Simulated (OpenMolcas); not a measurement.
Computed levels of 5s² 5p in ions with 49 electrons, in cm-1 above ²P°_1/2.

```json
{
 "Program": "OpenMolcas 26.06",
 "Method": "CASSCF",
 "Basis": "ANO-R3",
 "Scalar Hamiltonian": "X2C, finite nucleus",
 "Spin-orbit coupling": "RASSI with atomic mean-field integrals over the reference wave functions, term energies averaged over their components"
}
```

Active space for each ion: 1 electron in 3 orbitals (5p).

```
  Level    In   Sn+  Sb2+  Te3+   Xe5+
²P°_3/2  1887  3768  5839  8149  13803
```

Question: Estimate ²P°_3/2 for I4+ from its neighbours Te3+ and Xe5+.

Answer: ²P°_3/2 is fine structure, which grows about as the fourth power of a screened charge, so the fourth roots are averaged: ((8149^0.25 + 13803^0.25) / 2)^4 = 10698. The calculation gives 10792, so the estimate is off by -0.9 %.

With one active electron the reference holds no correlation, so core polarisation is missing. Levels of configurations outside the active space are missing.

° marks odd parity.
